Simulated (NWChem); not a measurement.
A series in which one site is exchanged, each optimised at PBE0/def2-SVP with NWChem, gas phase unless a solvent is named. Some are not confirmed as minima by frequencies. def2 effective core potentials on In; no spin-orbit coupling.

A: [Cl][InH][Br] (InHBrCl; site = Br)
B: [Cl][InH][Cl] (InHCl$_{2}$; site = Cl)
C: [InH2][Cl] (InH₂Cl; site = H)
D: [F][InH][Cl] (InHClF; site = F)

### Question
Rank them by static polarisability, PBE0/def2-SVPD (bohr³), lowest first.

### Answer
D (48.0), C (52.2), B (63.9), A (72.9)
